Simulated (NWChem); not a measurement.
System: GeSiH3F, singlet; SMILES [SiH3][Ge][F]

Parts of the log:

```
             Northwest Computational Chemistry Package (NWChem) 7.3.0
             --------------------------------------------------------

 C1  symmetry detected

                             Geometry "geometry" -> ""
                             -------------------------

 Output coordinates in angstroms (scale by  1.889725989 to convert to a.u.)

  No.       Tag          Charge          X              Y              Z
 ---- ---------------- ---------- -------------- -------------- --------------
    1 Ge                  32.0000    -0.42815927     0.67740036    -0.00000940
    2 F                    9.0000     1.28706431     1.09629669     0.00000015
    3 Si                  14.0000     0.09914646    -1.76537785    -0.00002069
    4 H                    1.0000     0.91656719    -2.08896287     1.21477453
    5 H                    1.0000     0.92289163    -2.08787940    -1.21078271
    6 H                    1.0000    -1.10999147    -2.65134972    -0.00340253

 Effective nuclear repulsion energy (a.u.)     237.2512908154

                                 NWChem DFT Module
                                 -----------------

 Summary of "ao basis" -> "ao basis" (spherical)
 ------------------------------------------------------------------------------
       Tag                 Description            Shells   Functions and Types
 ---------------- ------------------------------  ------  ---------------------
 Ge                          6-31g*                 12       32   5s4p3d
 F                           6-31g*                  6       14   3s2p1d
 Si                          6-31g*                  8       18   4s3p1d
 H                           6-31g*                  2        2   2s

            General Information
            -------------------
          SCF calculation type: DFT
          Wavefunction type:  closed shell.
          No. of atoms     :     6
          No. of electrons :    58
           Alpha electrons :    29
            Beta electrons :    29
          Charge           :     0
          Spin multiplicity:     1
          Use of symmetry is: off; symmetry adaption is: off
          Maximum number of iterations: 150
          AO basis - number of functions:    70
                     number of shells:    32
          Convergence on energy requested:  1.00D-06
          Convergence on density requested:  1.00D-05
          Convergence on gradient requested:  5.00D-04

              XC Information
              --------------
                         MN15 Method XC Functional
                     Hartree-Fock (Exact) Exchange  0.440
                          MN15 Exchange Functional  1.000
                        MN15 Correlation Potential  1.000

             Grid Information
             ----------------
          Grid used for XC integration:  fine
          Radial quadrature: Mura-Knowles
          Angular quadrature: Lebedev.
          Tag              B.-S. Rad. Rad. Pts. Rad. Cut. Ang. Pts.
          ---              ---------- --------- --------- ---------
          Ge                  1.25      140          10.0       974
          F                   0.50       70          11.0       590
          Si                  1.10      123          11.0       770
          H                   0.35       60          11.0       590
          Grid pruning is: on
          Number of quadrature shells:   513
          Spatial weights used:  Erf1

      Superposition of Atomic Density Guess
      -------------------------------------

 Sum of atomic energies:       -2464.70577363

      Non-variational initial energy
      ------------------------------

 Total energy =   -2464.952726
 1-e energy   =   -3908.606012
 2-e energy   =    1206.401996
 HOMO         =      -0.201683
 LUMO         =      -0.070252

     ---------------------------------------------
      Total Density - Mulliken Population Analysis
     ---------------------------------------------

    Atom       Charge   Shell Charges
 -----------   ------   -------------------------------------------------------
    1 Ge  32    31.09   2.00  2.00  6.00  2.00  5.99  1.48  0.92  0.43  0.21  6.89  2.96  0.20
    2 F    9     9.70   2.00  0.96  3.50  1.01  2.23  0.01
    3 Si  14    14.07   2.00  2.00  5.97  1.03  1.83  0.38  0.78  0.08
    4 H    1     1.04   0.46  0.58
    5 H    1     1.04   0.46  0.58
    6 H    1     1.05   0.46  0.59

   convergence    iter        energy       DeltaE   RMS-Dens  Diis-err
 ---------------- ----- ----------------- --------- --------- ---------
 d= 0,ls=0.0,diis     1  -2467.8326716574 -2.71D+03  1.97D-02  9.86D-01
 d= 0,ls=0.0,diis     2  -2467.7364804867  9.62D-02  1.15D-02  2.09D+00
 d= 0,ls=0.0,diis     3  -2467.9168612297 -1.80D-01  1.81D-03  8.92D-02
 d= 0,ls=0.0,diis     4  -2467.9235152159 -6.65D-03  3.30D-04  3.92D-03
 d= 0,ls=0.0,diis     5  -2467.9237075766 -1.92D-04  1.55D-04  2.68D-04
  Resetting Diis
 d= 0,ls=0.0,diis     6  -2467.9237210484 -1.35D-05  5.67D-05  8.11D-06
 d= 0,ls=0.0,diis     7  -2467.9237221894 -1.14D-06  1.88D-05  3.13D-07
 d= 0,ls=0.0,diis     8  -2467.9237222403 -5.08D-08  7.30D-06  2.67D-07

         Total DFT energy =    -2467.923722240253
      One electron energy =    -3908.967102507867
           Coulomb energy =     1315.367852101062
    Exchange-Corr. energy =     -111.575762648889
 Nuclear repulsion energy =      237.251290815440

 Numeric. integr. density =       58.000001184995

                       DFT Final Molecular Orbital Analysis
                       ------------------------------------

 Vector   27  Occ=2.000000D+00  E=-3.810158D-01
              MO Center=  6.4D-01, -1.9D+00,  5.0D-03, r^2= 2.3D+00
   Bfn.  Coefficient  Atom+Function         Bfn.  Coefficient  Atom+Function
  ----- ------------  ---------------      ----- ------------  ---------------
    55      0.401721  3 Si pz                65      0.248789  4 H  s
    67     -0.247615  5 H  s                 66      0.243363  4 H  s
    68     -0.242105  5 H  s                 51     -0.167250  3 Si pz
    59      0.120447  3 Si pz                37     -0.081065  2 F  pz
    63     -0.066389  3 Si d  1              41     -0.058485  2 F  pz

 Vector   28  Occ=2.000000D+00  E=-3.781810D-01
              MO Center= -2.6D-01, -2.1D+00, -4.6D-03, r^2= 2.6D+00
   Bfn.  Coefficient  Atom+Function         Bfn.  Coefficient  Atom+Function
  ----- ------------  ---------------      ----- ------------  ---------------
    53      0.366663  3 Si px                70     -0.303936  6 H  s
    69     -0.289945  6 H  s                 49     -0.153015  3 Si px
    68      0.145200  5 H  s                 66      0.143263  4 H  s
    67      0.135909  5 H  s                 54      0.134671  3 Si py
    65      0.133917  4 H  s                 36      0.117405  2 F  py

 Vector   29  Occ=2.000000D+00  E=-2.555890D-01
              MO Center= -2.8D-01, -2.1D-02, -2.0D-05, r^2= 3.7D+00
   Bfn.  Coefficient  Atom+Function         Bfn.  Coefficient  Atom+Function
  ----- ------------  ---------------      ----- ------------  ---------------
    12      0.454985  1 Ge py                54     -0.373660  3 Si py
    10     -0.281644  1 Ge s                 11     -0.237037  1 Ge px
    14      0.234518  1 Ge s                 52     -0.179267  3 Si s
     8     -0.170528  1 Ge py                36     -0.168629  2 F  py
    58     -0.165209  3 Si py                50      0.143303  3 Si py

 Vector   30  Occ=0.000000D+00  E=-9.368545D-02
              MO Center= -3.4D-01,  5.1D-01,  1.6D-05, r^2= 3.0D+00
   Bfn.  Coefficient  Atom+Function         Bfn.  Coefficient  Atom+Function
  ----- ------------  ---------------      ----- ------------  ---------------
    13      0.702736  1 Ge pz                17      0.354930  1 Ge pz
     9     -0.255931  1 Ge pz                37     -0.202164  2 F  pz
    41     -0.178952  2 F  pz                66     -0.162069  4 H  s
    68      0.161774  5 H  s                 59      0.097167  3 Si pz
     5      0.076666  1 Ge pz                65     -0.061996  4 H  s

 Vector   31  Occ=0.000000D+00  E= 7.231000D-03
              MO Center= -3.0D-01,  3.2D-01,  2.0D-04, r^2= 4.7D+00
   Bfn.  Coefficient  Atom+Function         Bfn.  Coefficient  Atom+Function
  ----- ------------  ---------------      ----- ------------  ---------------
    16      0.597347  1 Ge py                58      0.433993  3 Si py
    56      0.424026  3 Si s                 11      0.367264  1 Ge px
    15      0.358669  1 Ge px                12      0.335195  1 Ge py
    38     -0.320020  2 F  s                 70      0.303312  6 H  s
    14     -0.266666  1 Ge s                 68     -0.194835  5 H  s

 Vector   32  Occ=0.000000D+00  E= 4.296293D-02
              MO Center= -3.3D-01, -5.2D-01,  1.1D-05, r^2= 6.2D+00
   Bfn.  Coefficient  Atom+Function         Bfn.  Coefficient  Atom+Function
  ----- ------------  ---------------      ----- ------------  ---------------
    58      0.951046  3 Si py                56      0.855301  3 Si s
    16      0.757067  1 Ge py                14     -0.589073  1 Ge s
    10      0.540877  1 Ge s                 15     -0.480010  1 Ge px
    12      0.474422  1 Ge py                57     -0.353730  3 Si px
    52      0.215934  3 Si s                 54      0.205035  3 Si py

[...]

                         DFT ENERGY GRADIENTS

    atom               coordinates                        gradient
                 x          y          z           x          y          z
   1 Ge     -0.809104   1.280101  -0.000018   -0.007746   0.002661   0.000001
   2 F       2.432199   2.071700   0.000000    0.006855   0.001977  -0.000005
   3 Si      0.187360  -3.336080  -0.000039   -0.000478   0.001105   0.000003
   4 H       1.732061  -3.947567   2.295591    0.003623  -0.001069   0.005891
   5 H       1.744012  -3.945520  -2.288048    0.003657  -0.001055  -0.005873
   6 H      -2.097580  -5.010324  -0.006430   -0.005911  -0.003619  -0.000017
```

Level: MN15/6-31G* (spherical d). Low-valent species are run as closed-shell singlets; no triplet was tried in these runs. The geometry was optimised at PBE0/def2-SVP.

Task: Write an input that gives this output.

Result: One answer among several that fit: the input that was run:
```
start job
memory heap 200 mb stack 900 mb global 1100 mb
geometry units angstroms noautoz
  Ge    -0.403044     0.666415    -0.180845
  F      1.257467     1.098242     0.235922
  Si     0.123043    -1.772281    -0.035205
  H      0.620326    -2.083456     1.344828
  H      1.219941    -2.094756    -1.005428
  H     -1.043117    -2.667361    -0.328249
end
basis spherical
  * library 6-31g*
end
dft
  xc mn15
  grid fine
  iterations 150
  mulliken
end
task dft gradient
```
